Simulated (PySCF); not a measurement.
Species: C6H9O3 (doublet state).
Cartesian coordinates in Å at the GFN2-xTB level; atoms count from 1:
```xyz
18
C6H9O3 angstrom
C     -3.1249    0.6528    0.3818
O     -1.7650    0.7205    0.4700
C     -1.0118   -0.2055   -0.2245
C      0.4205    0.1778   -0.2166
C      1.2414   -0.1764   -1.2016
O      2.5556    0.0713   -1.3243
C      3.1778    0.8148   -0.2997
C     -1.4198   -1.6303   -0.2459
O     -1.5512   -0.7837   -1.3664
H     -3.5653    0.1676   -0.4707
H     -3.6071    1.4758    0.8704
H      0.7142    0.7638    0.6375
H      0.8783   -0.7416   -2.0501
H      4.2295    0.8803   -0.5719
H      2.7520    1.8198   -0.2302
H      3.0784    0.3130    0.6673
H     -0.6614   -2.3975   -0.3318
H     -2.3498   -1.9163    0.2301
```

The hyperfine couplings belong to this conformer and change with its torsions.

As a line formula: `[CH2]O[C@@]1(/C=C/OC)CO1` [radical].

Method: UKS B3LYP, pcH-1 on C H O, non-relativistic, mean-field spin-orbit, GIAO in PySCF. One conformer (not necessarily the lowest) at the GFN2-xTB geometry, without solvent, vibrations or thermal averaging. A GFN2-xTB geometry isn't a minimum of the functional, and hyperfine couplings can be far from their values at a DFT geometry. The SCF solution wasn't tested for stability.

Match the computed a_iso(17O) values -20.6, +0.5 MHz with the sites O2; O9.

```json
{"site": "O2", "a_iso (MHz)": "-20.6", "ρ(0) (bohr⁻³)": "+0.0339", "position": "1 bond from C1", "distance from C1 (Å)": "1.36", "spin population": "+0.11", "largest |T| (MHz)": "64.6"}
{"site": "O9", "a_iso (MHz)": "+0.5", "ρ(0) (bohr⁻³)": "-0.0008", "position": "3 bonds from C1", "distance from C1 (Å)": "2.76", "spin population": "+0.01", "largest |T| (MHz)": "3.9"}
```

ρ(0) is the spin density at the nucleus and T the dipolar tensor; entries for several nuclei are means. Largest spin populations (Mulliken): C1 (+0.93) and O2 (+0.11). C1 is the only atom above +0.15. The angles at C1 add up to 352.8°, so it is slightly pyramidal.

β density exceeds α density at some nuclei, such as H10/H11 (-0.0087) and C3 (-0.0058), spin density in bohr⁻³. In a single determinant that takes different orbitals for the two spins, that is spin polarisation.

Class means assume fast exchange of nuclei equivalent by connectivity; if that motion is slow, each nucleus keeps its own coupling. The 1H value of -38.7 MHz is a mean of couplings from -43.4 to -34.0 MHz in this one geometry, not an average over conformers.

The run took 69 s of wall time (grids of density and orbitals included) on an Intel Xeon 6975P-C with one thread, on a shared host, and the process peaked at 1.1 GiB of memory.
